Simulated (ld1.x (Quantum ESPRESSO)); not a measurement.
**Cutoff test, Pt, TM**

ld1.x (Quantum ESPRESSO) 7.5 input, shortened:

```
&input
   title='Pt', zed=78., rel=2, dft='PBESOL', iswitch=3,
   config='[Xe] 4f14 5d7 6s0 6p0', rel_dist='average'
 /
 &inputp
   pseudotype=2, tm=.true., lloc=0,
   nlcc=.false.
 /
3
5P  2  1   6.00   0.00  1.60  1.60  0.0
5D  3  2   7.00   0.00  2.25  2.25  0.0
6S  1  0   0.00   0.00  2.20  2.20  0.0
 &test
   configts(1)='5p6 5d7 6s0 6p0'
 /
```

Open shells are filled in proportion to 2j + 1 (rel_dist='average').

The pseudo-atom Hamiltonian at the reference potential is diagonalised in spherical Bessel functions j_l(qr) that vanish at 20 bohr, with q² up to the cutoff. All-electron valence levels (Ry): 5p1/2 -7.4915, 6p1/2 -1.8001, 5p3/2 -6.3698, 6p3/2 -1.6498, 5d3/2 -2.9228, 5d5/2 -2.8015, 6s -2.3750.

How do the lowest levels (Ry) of each channel move with the cutoff, and are there ghosts?

| cutoff (Ry) | p1/2 #1 | p1/2 #2 | p3/2 #1 | p3/2 #2 | p3/2 #3 | d3/2 #1 | d5/2 #1 | s #1 | f #1 | f #2 | Σ f·Δε (mRy) |
| --- | --- | --- | --- | --- | --- | --- | --- | --- | --- | --- | --- |
| 8 | -4.8526 | -1.4204 | -4.8163 | -1.3912 | -0.6664 | -1.7768 | -1.7845 | -2.3603 | -0.6719 | -0.4008 | 18971.9 |
| 18 | -7.2505 | -1.5879 | -6.3039 | -1.5139 | -0.7054 | -2.6499 | -2.5858 | -2.3718 | -0.6727 | -0.4012 | 2415.4 |
| 30 | -7.4840 | -1.5894 | -6.3502 | -1.5147 | -0.7057 | -2.9049 | -2.7893 | -2.3746 | -0.6731 | -0.4014 | 194.5 |
| 50 | -7.4893 | -1.5895 | -6.3682 | -1.5151 | -0.7059 | -2.9226 | -2.8013 | -2.3750 | -0.6731 | -0.4014 | 11.7 |
| 70 | -7.4914 | -1.5895 | -6.3693 | -1.5152 | -0.7059 | -2.9227 | -2.8015 | -2.3750 | -0.6731 | -0.4014 | 2.2 |
| 110 | -7.4915 | -1.5895 | -6.3698 | -1.5152 | -0.7059 | -2.9228 | -2.8015 | -2.3750 | -0.6731 | -0.4014 | 0.1 |
| 400 | -7.4915 | -1.5895 | -6.3698 | -1.5152 | -0.7059 | -2.9228 | -2.8015 | -2.3750 | -0.6731 | -0.4014 | 0.0 |

Result: no extra level below or beside the all-electron valence levels (p1/2, p3/2, d3/2, d5/2, s, f tested); 10 mRy is reached at 55 Ry and 1 mRy at 90 Ry.

Its largest configuration-test error is -649 meV.
